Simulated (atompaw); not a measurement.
Varying the PAW (atompaw) potential for Cd

Base potential:

atompaw 4.2.0.5 input, output lines left out:

```
Cd 48
GGA-PBE scalarrelativistic loggrid 1500 logderivrange -7 5 301
5 5 4 0 0 0
5 0 1.5
5 1 0
0 0 0
c
c
c
c
v
c
c
v
v
c
v
2
2.35 1.90 1.90 1.20
y
0.05
n
n
y
0.8
n
custom polynom vanderbiltortho sinc
bessel
2.35
2.35
1.25
1.70
2.35
2.35
```

Cutoffs, loose and tight: the cutoffs (Ry, on a coarse ladder) from which the occupation-weighted sum of valence levels, in a spherical-Bessel basis at the reference potential, stays within 10 and 1 mRy of its value at 400 Ry. They see the waves, projectors and local potential, not the compensation charge or the core. A dash means not determined.

A true bound ghost makes a file unfit for plane-wave use even where its test errors are small: the radial tests pick states by their node count and pass the ghost by.

| change | outcome | cutoff, loose | cutoff, tight | bound ghosts |
| --- | --- | --- | --- | --- |
| base | generated | 60 Ry | 90 Ry | none |
| wave 5s channel at 0.05 Ry: rc 2.35 bohr becomes 5s channel at 10.61 Ry: rc 2.35 bohr | generated | 60 Ry | 90 Ry | none |
| wave 5s (bound): rc 2.35 bohr becomes 5s (bound): rc 2.18 bohr | generated | 60 Ry | 90 Ry | none |
| augmentation sinc compensation charge, radius 1.32 bohr; PAW radius 2.35 bohr; waves and projectors: custom polynom vanderbiltortho | generated | 60 Ry | 90 Ry | none |

Task: What comes out with this change to the base: core [Kr] 4d10, valence charge 2; reference 5s1.5 5p0; waves now 5s (bound): rc 2.10 bohr; 5s channel at -0.35 Ry: rc 2.10 bohr; 5p (bound): rc 3.00 bohr; 5p channel at 0.55 Ry: rc 3.00 bohr; local potential bessel scheme, radius 2.90 bohr; core correction smooth core density matched at 2.50 bohr; augmentation sinc compensation charge, radius 2.70 bohr; PAW radius 3.00 bohr; waves and projectors: custom polynom vanderbiltortho?

Result: outcome: failed: atompaw: The overlap operator has at least one negative eigenvalue!. Cause: the overlap operator built from these waves and projectors is not positive definite.

Task: What comes out with this change to the base: local potential troulliermartins scheme with l = 3 at 0 Ry, radius 1.90 bohr?

Result: outcome: generated; cutoff, loose: 50 Ry; cutoff, tight: 80 Ry; bound ghosts: s.

Task: What comes out with this change to the base: augmentation sinc compensation charge, radius 1.90 bohr; PAW radius 2.35 bohr; waves and projectors: custom rrkj gramschmidtortho?

Result: outcome: generated; cutoff, loose: 55 Ry; cutoff, tight: 100 Ry; bound ghosts: none.
